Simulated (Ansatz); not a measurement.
An input meant for Si14H22, a nanocrystal with a defect cut from the lattice of silicon (two caps of one atom removed) (charge 0, singlet; atoms displaced at random, 0.03 Å in each coordinate).

```yaml
crystal:
  periodic: [false, false, false]
  atoms:
    - {symbol: Si, position_ang: [-4.084175, 1.360763, 0.248975]}
    - {symbol: Si, position_ang: [1.460153, -4.133844, 0.116083]}
    - {symbol: Si, position_ang: [-1.246160, -1.475639, 0.213809]}
    - {symbol: Si, position_ang: [1.432629, -1.479195, 2.979063]}
    - {symbol: Si, position_ang: [1.535344, 1.301239, 0.183309]}
    - {symbol: Si, position_ang: [-1.336294, 4.084600, 0.199363]}
    - {symbol: Si, position_ang: [4.129303, -1.452688, 0.109110]}
    - {symbol: Si, position_ang: [-2.852091, -0.220382, -1.072264]}
    - {symbol: Si, position_ang: [-2.886571, 2.899426, 1.419214]}
    - {symbol: Si, position_ang: [-0.173971, -2.953017, -1.240279]}
    - {symbol: Si, position_ang: [2.651358, -2.741432, 1.437495]}
    - {symbol: Si, position_ang: [0.289159, 2.775133, -1.069043]}
    - {symbol: Si, position_ang: [2.985403, 0.106272, -1.216586]}
    - {symbol: Si, position_ang: [0.161277, -0.196649, 1.506191]}
    - {symbol: H, position_ang: [-4.982645, 2.000864, -0.748215]}
    - {symbol: H, position_ang: [-4.943420, 0.514228, 1.154785]}
    - {symbol: H, position_ang: [2.415830, -5.015544, -0.721228]}
    - {symbol: H, position_ang: [0.646134, -5.028048, 0.974784]}
    - {symbol: H, position_ang: [-2.048660, -2.332796, 1.112605]}
    - {symbol: H, position_ang: [2.388661, 2.079398, 1.138321]}
    - {symbol: H, position_ang: [-2.054496, 4.986782, -0.743118]}
    - {symbol: H, position_ang: [-0.516573, 5.008704, 1.132914]}
    - {symbol: H, position_ang: [4.986153, -2.328577, -0.798205]}
    - {symbol: H, position_ang: [5.058082, -0.648370, 0.928796]}
    - {symbol: H, position_ang: [-3.775232, -1.201003, -1.680459]}
    - {symbol: H, position_ang: [-2.094046, 0.448811, -2.167201]}
    - {symbol: H, position_ang: [-3.916678, 3.937279, 1.928964]}
    - {symbol: H, position_ang: [-2.257997, 2.287385, 2.645745]}
    - {symbol: H, position_ang: [-1.112578, -3.830183, -1.867207]}
    - {symbol: H, position_ang: [0.608367, -2.208194, -2.300356]}
    - {symbol: H, position_ang: [3.619000, -3.605919, 2.215000]}
    - {symbol: H, position_ang: [-0.541335, 2.091615, -2.137089]}
    - {symbol: H, position_ang: [1.189142, 3.763917, -1.743362]}
    - {symbol: H, position_ang: [2.212758, -0.577632, -2.283581]}
    - {symbol: H, position_ang: [3.916193, 1.100086, -1.840417]}
    - {symbol: H, position_ang: [-0.738222, 0.724498, 2.296816]}
basis:
  gaussian: {orbitals: "6-31G*", final_grid: {core_spheres: 5, valence_spheres: 4, degree: 11}, nuclear_model: gaussian}
total_charge: -2
hamiltonian: {xc: {name: SVWN5}}
output: {forces: true}
```

```sh
$ ansatz run in.yaml --threads 2 --pin off --events-out ev --progress --plain --max-ram 22528MiB --backend cuda --devices 0, --max-vram 18GiB
```

Shortened log:

```
Functional definition: SVWN5
3828 factors; their error is unknown
mean field evaluation 1: about -110189.2720 eV, gradient 3.8e1 eV
mean field evaluation 2: about -110035.0477 eV, gradient 1.5e2 eV
mean field evaluation 4: about -110194.0692 eV, gradient 2.4e1 eV
mean field evaluation 8: about -110196.5905 eV, gradient 1.4e0 eV
mean field evaluation 16: about -110196.1179 eV, gradient 5.8e-2 eV
mean field evaluation 32: about -110196.1179 eV, gradient 2.3e-5 eV
mean field evaluation 64: about -110193.1875 eV, gradient 2.0e1 eV
mean field evaluation 96: about -110196.0106 eV, gradient 1.8e0 eV
mean field -110196.11793393 eV, -4049.6326404603 hartree, gradient 2.3e-5 eV, S^2 0.000000; 10 other end points of the search recorded, 0 dependent functions left out
reference -110196.11796608 eV, -4049.6326416420 hartree; 110, 110 occupied and 200, 200 virtual orbitals, 3828 factors
Total energy: -110196.11796608 eV, -4049.6326416420 hartree
Atom 0 at    -4.084175     1.360763     0.248975 Å, force     0.305852    -1.454857    -0.979770 eV/Å
Atom 1 at     1.460153    -4.133844     0.116083 Å, force    -0.099501     0.082873    -1.181808 eV/Å
Atom 2 at    -1.246160    -1.475639     0.213809 Å, force    -0.075977     0.648847    -0.643948 eV/Å
Atom 3 at     1.432629    -1.479195     2.979063 Å, force    -0.165845     0.016167     0.064211 eV/Å
Atom 4 at     1.535344     1.301239     0.183309 Å, force    -0.737220    -1.012938     0.323795 eV/Å
Atom 5 at    -1.336294     4.084600     0.199363 Å, force     1.529148    -0.242599    -0.199063 eV/Å
Atom 6 at     4.129303    -1.452688     0.109110 Å, force    -0.633461    -0.762979    -0.316665 eV/Å
Atom 7 at    -2.852091    -0.220382    -1.072264 Å, force     0.509072    -0.120879     1.165266 eV/Å
Atom 8 at    -2.886571     2.899426     1.419214 Å, force    -0.207702     0.727176     0.694029 eV/Å
Atom 9 at    -0.173971    -2.953017    -1.240279 Å, force     1.701897     0.645061     1.519294 eV/Å
Atom 10 at     2.651358    -2.741432     1.437495 Å, force    -0.244236     1.594824     0.823694 eV/Å
Atom 11 at     0.289159     2.775133    -1.069043 Å, force    -0.432273     0.388526     0.392919 eV/Å
Atom 12 at     2.985403     0.106272    -1.216586 Å, force     0.058144     0.148241     0.898080 eV/Å
Atom 13 at     0.161277    -0.196649     1.506191 Å, force     1.561696    -0.426419     0.408408 eV/Å
Atom 14 at    -4.982645     2.000864    -0.748215 Å, force    -0.398799     0.463666    -0.033321 eV/Å
Atom 15 at    -4.943420     0.514228     1.154785 Å, force    -0.112928     0.130831     0.113647 eV/Å
Atom 16 at     2.415830    -5.015544    -0.721228 Å, force    -0.426684    -0.183009    -0.153089 eV/Å
Atom 17 at     0.646134    -5.028048     0.974784 Å, force    -0.170211    -0.439368     0.233900 eV/Å
Atom 18 at    -2.048660    -2.332796     1.112605 Å, force    -0.363186    -0.258657     0.349394 eV/Å
Atom 19 at     2.388661     2.079398     1.138321 Å, force     0.035866     0.238544     0.098552 eV/Å
Atom 20 at    -2.054496     4.986782    -0.743118 Å, force    -0.280787     0.282942    -0.192346 eV/Å
Atom 21 at    -0.516573     5.008704     1.132914 Å, force    -0.420658    -0.275470    -0.232734 eV/Å
Atom 22 at     4.986153    -2.328577    -0.798205 Å, force     0.251398     0.239635    -0.251788 eV/Å
Atom 23 at     5.058082    -0.648370     0.928796 Å, force     0.428168     0.228255     0.354071 eV/Å
Atom 24 at    -3.775232    -1.201003    -1.680459 Å, force    -0.692217    -0.143019    -0.425310 eV/Å
Atom 25 at    -2.094046     0.448811    -2.167201 Å, force     0.000764     0.340463    -0.299762 eV/Å
Atom 26 at    -3.916678     3.937279     1.928964 Å, force     0.222536    -0.225462    -0.072387 eV/Å
Atom 27 at    -2.257997     2.287385     2.645745 Å, force    -0.024243    -0.021365    -0.125084 eV/Å
Atom 28 at    -1.112578    -3.830183    -1.867207 Å, force    -0.985515    -0.982521    -0.865099 eV/Å
Atom 29 at     0.608367    -2.208194    -2.300356 Å, force    -0.117160     0.010226    -0.145296 eV/Å
Atom 30 at     3.619000    -3.605919     2.215000 Å, force     0.199287    -0.287702    -0.058530 eV/Å
Atom 31 at    -0.541335     2.091615    -2.137089 Å, force     0.080132    -0.003036    -0.018105 eV/Å
Atom 32 at     1.189142     3.763917    -1.743362 Å, force    -0.102967     0.524619    -0.377950 eV/Å
Atom 33 at     2.212758    -0.577632    -2.283581 Å, force    -0.206483    -0.179417    -0.445872 eV/Å
Atom 34 at     3.916193     1.100086    -1.840417 Å, force     0.209848     0.124572    -0.362744 eV/Å
Atom 35 at    -0.738222     0.724498     2.296816 Å, force    -0.195753     0.184232    -0.058585 eV/Å
Dipole moment:    -1.146002     1.116356    -1.236596 e Å
```

In this input the charge is far from what the species holds (-2 typed, 0 meant). Self-consistency was reached. The result belongs to that input, not to the species as meant.

The 6-31G sets use Cartesian d functions. A multiply charged anion in the gas phase is held together partly by the finite basis. The highest occupied level of an anion often lies above zero with these methods, and sets without diffuse functions describe the outer electron poorly.
